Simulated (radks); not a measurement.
Spherical quantum dot in the effective-mass picture: electrons in a parabolic well V = omega^2 r^2 / 2 with omega = 1.15, with a point charge +2 (a donor) at the centre, all in effective atomic units (hartree* = m*/eps^2 hartree, bohr* = eps/m* bohr), one dielectric constant everywhere. Method: non-relativistic Kohn-Sham, exchange-only LDA, spin-polarised, spherical densities; computed with a radial shooting solver with Libxc functionals. Levels are named by radial order and angular momentum (1s, 1p, 1d, 2s, ...), and open shells are averaged over m.

N = 20, configuration 1s2 1p6 1d10 2s2. This is the lowest configuration that the search found. Occupied and some empty levels:

level  occupation  eigenvalue (hartree*)  <r> (bohr*)
1s              2                 9.8884       0.9193
1p              6                 11.064        1.792
2s              2                 11.310        1.852
1d             10                 11.768        2.128
1f              0                 12.492        2.362
2p              0                 12.536        2.052
1g              0                 13.259        2.553

Energy (hartree*): total 134.579, kinetic 24.074, external 24.620, Hartree 94.880, exchange-correlation -8.9946. Static polarisability (adiabatic kernel): 13.49 bohr*^3, against N/omega^2 = 15.12 from the generalised Kohn theorem, which the central charge breaks.

Electron density:

r (bohr*)  n(r) (e/bohr*^3)
0.281                 1.836
0.583                0.6548
0.884                0.3491
1.19                 0.3064
1.49                 0.3125
1.79                 0.2881
2.09                 0.2213
2.39                 0.1377
2.69                0.06783
2.99                0.02625
3.30               0.007880
3.60               0.001850
3.90              0.0003356
